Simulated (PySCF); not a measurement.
Isomers of C3H10BNO2, from PBE0-D3(BJ)/def2-SVP geometry optimisation, gas phase in PySCF 2.14.0. One conformer each, no zero-point energy, no frequencies.

Question: Which isomer lies lowest at this level?
A. `[CH3:1][O:2][B:3]([CH2:4][NH2:5])[O:6][CH3:7]` with C1–O2–B3–C4 4°, O2–B3–C4–N5 52°, B3–C4–N5–H 65° and -178°, O2–B3–O6–C7 2°: A = 3532, B = 1892, C = 1324 MHz, dipole 0.65 D
B. `[CH3:1][O+:2]([CH3:3])[BH2-:4][NH:5][CH:6]=[O:7]` with C1–O2–B4–N5 158°, O2–B4–N5–C6 -74°, B4–N5–C6–O7 9°: A = 4327, B = 1588, C = 1464 MHz, dipole 5.24 D
C. `[BH3-:1][NH2+:2][CH2:3][O:4][C:5]([CH3:6])=[O:7]` with B1–N2–C3–O4 172°, N2–C3–O4–C5 70°, C3–O4–C5–C6 176°: A = 7059, B = 1361, C = 1237 MHz, dipole 6.49 D

Answer: A. That is `COB(CN)OC`, 38.4 kcal/mol below the next.

```csv
SMILES,mapped SMILES,E (Eh),relative (kcal/mol),relative (kJ/mol),dipole (D)
COB(CN)OC,[CH3:1][O:2][B:3]([CH2:4][NH2:5])[O:6][CH3:7],-349.81439,0.0,0.0,0.65
[BH3-][NH2+]COC(C)=O,[BH3-:1][NH2+:2][CH2:3][O:4][C:5]([CH3:6])=[O:7],-349.75322,38.4,160.6,6.49
C[O+](C)[BH2-]NC=O,[CH3:1][O+:2]([CH3:3])[BH2-:4][NH:5][CH:6]=[O:7],-349.74566,43.1,180.4,5.24
```

As drawn, the highest has a B–N bond, which the lowest lacks.
